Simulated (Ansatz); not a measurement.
The same path of C$_{2}$H$_{3}$FSi (7 atoms, charge 0, multiplicity 1) was run twice with different band settings.

Method: RKS r2SCAN-D4/def2-SVP (Ansatz).

Relaxed end points:

```xyz
7
Properties=species:S:1:pos:R:3
C -1.012 1.184 -0.028
C -0.151 0.185 -0.022
Si 0.968 -1.063 0.048
F 0.556 -2.628 -0.042
H -1.343 1.669 -0.961
H -1.450 1.591 0.897
H 2.431 -0.936 0.109
```

```xyz
7
Properties=species:S:1:pos:R:3
C -1.011 1.184 -0.029
C -0.149 0.186 -0.037
Si 0.966 -1.064 0.065
F 0.558 -2.627 -0.068
H -1.462 1.569 0.899
H -1.329 1.690 -0.955
H 2.429 -0.937 0.126
```

Common settings: movable images 9; climbing image yes; spring 5.0 eV/Å²; optimiser quadratic models (default); start path IDPP; iteration limit 60; end points relaxed.

| run | force threshold |
| --- | --- |
| 1 | 0.05 eV/Å |
| 2 | 0.2 eV/Å |

(1) What does each run give, and how far can it be trusted?

Results:

(1) Run 1: converged after 24 iterations, highest image 1.224 eV above the first end. A vibrational analysis at the climbing image gives one clearly imaginary mode, 696i cm⁻¹: a first-order saddle point.
Run 2: converged after 21 iterations, highest image 1.229 eV above the first end. The threshold of 0.2 eV/Å is loose, so the images may lie well off the minimum-energy path. The order of the stationary point at the top wasn't checked.
